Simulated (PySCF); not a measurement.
PySCF input (CCSD(T)/cc-pVDZ):

```python
from pyscf import gto, scf, mp, cc as ccmod

mol = gto.M(
    atom='''
    Si   -0.05446077   -0.02835933    0.41810595
    O     0.75189091   -1.21217452   -0.21553791
    H     1.05097533   -1.46321381   -1.10216151
    O    -0.69291771    1.24288361   -0.23721083
    H    -0.76031015    1.61457176   -1.12933179
    ''',
    basis='cc-pvdz',
    charge=1,
    spin=1,
    verbose=4,
)

mf = scf.UHF(mol)
mf.conv_tol = 1e-10
mf.max_cycle = 100
mf.kernel()
mo, _, stable, _ = mf.stability(return_status=True)
if not stable:
    mf.kernel(mf.make_rdm1(mo, mf.mo_occ))
mp2 = mp.MP2(mf, frozen=7).run()
cc = ccmod.CCSD(mf, frozen=7)
cc.max_cycle = 100
cc.kernel()
et = cc.ccsd_t()
print(f'E(CCSD(T)) = {cc.e_tot + et:.9f}')
```

End of the output:

```
Extra cycle  E= -439.579052720763  delta_E= -6.59e-12  |g|= 1.75e-06  |ddm|= 2.9e-06
converged SCF energy = -439.579052720763  <S^2> = 0.75348827  2S+1 = 2.0034852
uhf_internal: lowest eigs of H = [0.36339796 0.44923711 0.48149845]
<class 'pyscf.scf.uhf.UHF'> wavefunction is stable in the internal stability analysis

******** <class 'pyscf.mp.ump2.UMP2'> ********
nocc = (np.int64(9), np.int64(8)), nmo = (49, 49)
frozen orbitals 7
E(UMP2) = -440.012685387359  E_corr = -0.433632666595997
E(SCS-UMP2) = -439.998226777111  E_corr = -0.419174056348016
E_corr(same-spin) = -0.116752088731363
E_corr(oppo-spin) = -0.316880577864635

******** <class 'pyscf.cc.uccsd.UCCSD'> ********
CC2 = 0
CCSD nocc = (np.int64(9), np.int64(8)), nmo = (49, 49)
frozen orbitals 7
max_cycle = 100
direct = 0
conv_tol = 1e-07
conv_tol_normt = 1e-06
diis_space = 6
diis_start_cycle = 0
diis_start_energy_diff = 1e+09
Init t2, MP2 energy = -0.433632720293121
Init E_corr(UCCSD) = -0.433632720295052
cycle = 1  E_corr(UCCSD) = -0.431293714392188  dE = 0.0023390059  norm(t1,t2) = 0.0889953
cycle = 2  E_corr(UCCSD) = -0.442393652830907  dE = -0.0110999384  norm(t1,t2) = 0.0271032
cycle = 3  E_corr(UCCSD) = -0.44280304905583  dE = -0.000409396225  norm(t1,t2) = 0.0174009
cycle = 4  E_corr(UCCSD) = -0.445113101219796  dE = -0.00231005216  norm(t1,t2) = 0.00798674
cycle = 5  E_corr(UCCSD) = -0.445015799244251  dE = 9.73019755e-05  norm(t1,t2) = 0.00158313
cycle = 6  E_corr(UCCSD) = -0.444939139627568  dE = 7.66596167e-05  norm(t1,t2) = 0.000562823
cycle = 7  E_corr(UCCSD) = -0.444945867196445  dE = -6.72756888e-06  norm(t1,t2) = 0.000204505
cycle = 8  E_corr(UCCSD) = -0.444953162013831  dE = -7.29481739e-06  norm(t1,t2) = 8.06386e-05
cycle = 9  E_corr(UCCSD) = -0.444952700810638  dE = 4.61203193e-07  norm(t1,t2) = 3.32966e-05
cycle = 10  E_corr(UCCSD) = -0.44495233958576  dE = 3.61224878e-07  norm(t1,t2) = 1.59809e-05
cycle = 11  E_corr(UCCSD) = -0.444952477953915  dE = -1.38368154e-07  norm(t1,t2) = 5.24555e-06
cycle = 12  E_corr(UCCSD) = -0.444952328260274  dE = 1.49693641e-07  norm(t1,t2) = 2.43445e-06
cycle = 13  E_corr(UCCSD) = -0.4449523020751  dE = 2.6185174e-08  norm(t1,t2) = 1.07854e-06
cycle = 14  E_corr(UCCSD) = -0.444952293916616  dE = 8.15848405e-09  norm(t1,t2) = 4.69134e-07
UCCSD converged
E(UCCSD) = -440.0240050146793  E_corr = -0.4449522939166157
UCCSD(T) correction = -0.010735305430275
E(CCSD(T)) = -440.034740320
```
